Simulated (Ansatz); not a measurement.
One change: `C[S][AlH][GeH3]` becomes `C[S][AlH][OH]`.

Ansatz, PBE0-D4/def2-TZVP geometries, multiplicity 1. Each molecule was computed in one conformer, which needn't be the lowest.

Scalar relativity is left out up to krypton.

```json
{"property": "size of the dipole moment (ωB97M-V/def2-TZVPP) / D", "`C[S][AlH][GeH3]`": "1.11"}
{"property": "HOMO–LUMO gap (PBE/def2-TZVPP) / eV", "`C[S][AlH][GeH3]`": "3.81"}
{"property": "HOMO energy (ωB97M-V/def2-TZVPP) / eV", "`C[S][AlH][GeH3]`": "-9.45"}
{"property": "size of the dipole moment (PBE/def2-TZVPP) / D", "`C[S][AlH][GeH3]`": "1.24"}
{"property": "size of the dipole moment (B3LYP/def2-TZVPP) / D", "`C[S][AlH][GeH3]`": "1.14"}
{"property": "HOMO–LUMO gap (PBE0/def2-TZVPP) / eV", "`C[S][AlH][GeH3]`": "5.64"}
```

Task: What does the change do to each property? (An estimate is asked.)

Result: Ansatz gave: 
| property | `C[S][AlH][OH]` | shift |
| --- | --- | --- |
| size of the dipole moment (ωB97M-V/def2-TZVPP) / D | 0.92 | -0.19 |
| HOMO–LUMO gap (PBE/def2-TZVPP) / eV | 4.72 | 0.91 |
| HOMO energy (ωB97M-V/def2-TZVPP) / eV | -9.31 | 0.14 |
| size of the dipole moment (PBE/def2-TZVPP) / D | 0.96 | -0.28 |
| size of the dipole moment (B3LYP/def2-TZVPP) / D | 0.98 | -0.16 |
| HOMO–LUMO gap (PBE0/def2-TZVPP) / eV | 6.65 | 1.01 |

With PBE0 the HOMO rises by 0.14 eV and the LUMO rises by 1.16 eV, so the gap widens by about 1.02 eV. PBE moves the HOMO by 0.21 eV and ωB97M-V by 0.14 eV. Dipoles are sizes alone; their direction can turn.

B3LYP here is the variant with VWN-RPA as its local correlation; programs differ in this.
